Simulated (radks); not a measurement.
Values are calculated unless marked as measured or tabulated.
Task: Species: S IV. Configuration: [Ne] 3s1.75 3p1 4s0.25 (fractional occupations, a model configuration). Level of theory: scalar-relativistic Kohn-Sham, exchange-only r2SCAN, spin-polarised, spherical densities, finite nucleus; open shells are filled with parallel spins first; meta-GGA in the generalised Kohn-Sham scheme; Fermi nuclear charge, rms radius 3.2611 fm (a radial shooting solver on a logarithmic mesh with Libxc functionals). Some entries of the table are withheld. Estimate them.

orbital,occ.,eigenvalue (eV),<r^2> (bohr^2)
1s up,1,-2464.906,0.01263
1s down,1,-2464.535,0.01263
2s up,1,-260.0963,0.2692
2s down,1,-259.7874,0.2687
2p up,3,-202.6534,0.2419
2p down,3,-202.1559,0.2410
3s up,1,-54.8100,(1)
3s down,0.75,-51.0746,(2)
3p up,1,-41.8717,3.140
3p down,0,-38.3437,3.179
4s up,0.25,-19.2716,14.76

Result: 
(1) 3s up <r^2> (bohr^2): 2.619
(2) 3s down <r^2> (bohr^2): 2.673
